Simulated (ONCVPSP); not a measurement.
**Before and after: ONCV potential for Cu (Z = 29)**

ONCVPSP 4.0.1 input, shortened (lines: element, Z, core and valence counts, functional; n l f; lmax; l rc ep ncon nbas qcut; lloc lpopt rc5 dvloc0; l nproj debl; icmod fcfact rcfact), PBE, scalar-relativistic:

```
  Cu 29.00    3    4        4      upf
    1    0    2.00
    2    0    2.00
    2    1    6.00
    3    0    2.00
    3    1    6.00
    3    2    9.00
    4    0    2.00
    2
    0    1.05    0.00    4    8   13.60
    1    1.20    0.00    3    8    9.50
    2    0.80    0.00    5   10   17.50
    2    5    0.80    0.00
    0    2    3.60
    1    1    3.30
    2    0    2.10
    3    5.25    1.10
```

Change: d: nproj 1; local potential polynomial inside 0.70 bohr (lpopt 5, dvloc0 0 Ha).

Cutoffs: the cutoffs (Ha) at which the residual kinetic energy of the hardest occupied pseudo-wave falls to 1 and 0.1 mHa per electron; they do not see the model core or the augmentation charge, which bear on the density cutoff. Errors are all-electron minus pseudo energies relative to the spin-unpolarised reference configuration.

Question: Predict the effect on cutoff, ghosts and configuration errors.

Answer: The potential gets neither clearly harder nor softer (135 Ha and 157 Ha → 135 Ha and 157 Ha); of the 4 tests that both files solve, the error grows in 0 and shrinks in 3 by more than 15 % and 0.3 meV (median size 2.7 → 1.5 meV); the range in which the p phases agree widens (upper end 2.5 → at the end of the scan); neither file shows a bound ghost.

| quantity | base | changed |
| --- | --- | --- |
| cutoff, loose | 135 Ha | 135 Ha |
| cutoff, tight | 157 Ha | 157 Ha |
| bound ghosts | none | none |
| GHOST(+) flags under 300 eV | none | none |
| error for 3s2 3p6 3d10 4s1, meV [ΔE -1.97 eV] | -3.4 | -2.3 |
| error for 3s2 3p6 3d10 4s0, meV [ΔE 6.18 eV] | -1.9 | -0.3 |
| error for 3s2 3p6 3d9 4s0, meV [ΔE 27.51 eV] | -0.7 | -0.6 |
| error for 3s2 3p6 3d8 4s0, meV [ΔE 66.53 eV] | -11 | -7.5 |
| s: phases at 1.06 bohr within 0.05 rad from the reference energy up to (Ha; the scan ends near 5) | to the end of the scan | to the end of the scan |
| p: phases at 1.21 bohr within 0.05 rad from the reference energy up to (Ha; the scan ends near 5) | 2.5 | to the end of the scan |
| d: phases at 0.81 bohr within 0.05 rad from the reference energy up to (Ha; the scan ends near 5) | to the end of the scan | to the end of the scan |
| rms error of d²Exc/dni dnj with the model core, mHa | 1.46 | 1.46 |
